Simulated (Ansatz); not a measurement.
Basis-set series for C₃H₉FSi (`C[Si](C)(C)F`). Total charge 0; spin multiplicity 1. Geometry: relaxed with PBE0-D4/def2-TZVP.

```
functional       basis  functions  energy (Eh)  HOMO (eV)  LUMO (eV)
   PBE0-D4  def2-TZVPP        292   -508.92349      -8.58       0.92
   PBE0-D4  def2-QZVPP        568   -508.94624      -8.59       0.46
   ωB97M-V  def2-TZVPP        292   -509.16250     -10.85       2.28
   ωB97M-V  def2-QZVPP        568   -509.18400     -10.85       1.56
```

Question: Give the rows for def2-SVP. (An estimate is asked.)

Answer: Computed: 
```tsv
functional	basis	functions	energy (Eh)	HOMO (eV)	LUMO (eV)
PBE0-D4	def2-SVP	119	-508.55657	-8.54	1.51
ωB97M-V	def2-SVP	119	-508.78322	-10.79	3.05
```

Positive LUMOs are unbound and depend on the basis.
